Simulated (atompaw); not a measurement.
**An all-electron radial function and its pseudo partner (thallium)**

Columns: radius, all-electron u(r) and pseudo u(r) of the 5d shell (level -15.97 eV) of thallium in the configuration [Xe] 4f14 5d10 6s1.75 6p1.25; PBE, scalar-relativistic, PAW (atompaw) scheme, atompaw 4.2.0.5.

| r (bohr) | all-electron | pseudo |
| --- | --- | --- |
| 0.115 | 0.3053 | 0.0004 |
| 0.231 | -0.2318 | 0.0030 |
| 0.346 | -0.4665 | 0.0097 |
| 0.462 | -0.2367 | 0.0224 |
| 0.577 | 0.1411 | 0.0416 |
| 0.692 | 0.4820 | 0.0680 |
| 0.808 | 0.7274 | 0.1013 |
| 0.923 | 0.8715 | 0.1399 |
| 1.038 | 0.9362 | 0.1824 |
| 1.154 | 0.9444 | 0.2270 |
| 1.269 | 0.9155 | 0.2707 |
| 1.385 | 0.8642 | 0.3116 |
| 1.500 | 0.8018 | 0.3467 |
| 1.615 | 0.7345 | 0.3745 |
| 1.731 | 0.6663 | 0.3937 |
| 1.846 | 0.6009 | 0.4031 |
| 1.962 | 0.5389 | 0.4029 |
| 2.077 | 0.4819 | 0.3936 |
| 2.192 | 0.4296 | 0.3765 |
| 2.308 | 0.3819 | 0.3529 |
| 2.423 | 0.3392 | 0.3253 |
| 2.538 | 0.3009 | 0.2953 |
| 2.654 | 0.2664 | 0.2647 |
| 2.769 | 0.2358 | 0.2355 |
| 2.885 | 0.2084 | 0.2084 |
| 3.000 | 0.1843 | 0.1843 |

How many radial nodes do the two functions have?

The all-electron 5d function has n − l − 1 = 2; the pseudo-wave has 0, since the states of the same l below it are removed with the core.

Is the pseudo-wave norm-conserving?

No, it belongs to a PAW set: the norm inside the radius is not constrained, and the difference is carried by the augmentation charge.
